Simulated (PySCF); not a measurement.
Worked example: oscillator strength and radiative lifetime

CH9NSi4, SMILES [SiH3][Si@H]1[SiH2]C=N[SiH2]1.

Geometry optimised at PBE-D3(BJ)/def2-SVP. The structure was generated by enumeration; whether it is a known compound was not checked.

TDA-ωB97X/def2-SVPD run with PySCF 2.14.0 puts the first singlet state with f over 0.02 at 5.66 eV (vertical), with the transition dipole (-0.324, 0.387, -0.023) in atomic units.

### Question
Find the oscillator strength, the wavelength and the radiative lifetime that this transition would have in vacuum if emission retraced absorption.

### Answer

|μ|² = 0.2553 au, so |μ| = 1.28 D. ΔE = 5.66/27.211 = 0.2080 hartree. f = (2/3) ΔE |μ|² = 0.035 (the program prints 0.035).
λ = 1239.84/5.66 = 219 nm; ν = 45651 cm⁻¹.
Einstein's coefficient A = 0.6670 ν² f s⁻¹ (ν in cm⁻¹) = 4.9e7 s⁻¹, so τ = 1/A = 20 ns. This state is S3; the lower singlets have f = 0.000, 0.004. The figure is the radiative limit of this one transition; relaxation, internal conversion, crossing to triplets and a medium change what is measured.
